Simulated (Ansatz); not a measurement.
`C=CN[SiH3]` + `F/[C]([AlH2])=C\[SiH3]` → `C=CN[SiH2][AlH2]` + `F/C=C/[SiH3]`  (redistribution)

Program: Ansatz. Geometries: PBE0-D4/def2-TZVP. ΔE: electronic, gas phase. CCSD(T)/CBS adds triple-zeta CCSD(T) − MP2 to the extrapolated MP2 energy (def2 sets, frozen cores). This one scheme is used for every species. Double bonds are as drawn, so ΔE can hold a change between cis and trans. DFT in def2-TZVPP. Each species was taken in one conformer, which may not be the lowest.

CCSD(T)/CBS gives -44.8 kJ/mol.

(1) Another level gave -33.9 kJ/mol. Which?
A. PBE-D4/def2-TZVPP
B. ωB97X-V/def2-TZVPP
C. SCS-MP2/def2-TZVPP
D. PBE/def2-TZVPP

Largest T1 diagnostic among the species: 0.016.

Results:

(1) C. SCS-MP2/def2-TZVPP -33.9, PBE -65.2, PBE-D4 -69.8, ωB97X-V -49.7 kJ/mol.

In def2-TZVPP, CCSD(T) changes the Hartree–Fock value by −34.6 kJ/mol (the triples alone add −6.4 kJ/mol) and MP2 by −31.7 kJ/mol. The D4 term adds −7.8 kJ/mol with B3LYP and −3.9 kJ/mol with PBE0; it sums over pairs of atoms, weighted by their polarisabilities, and B3LYP, whose exchange is more repulsive, gets the larger term.

B3LYP here is the variant with VWN-RPA as its local correlation; programs differ in this.
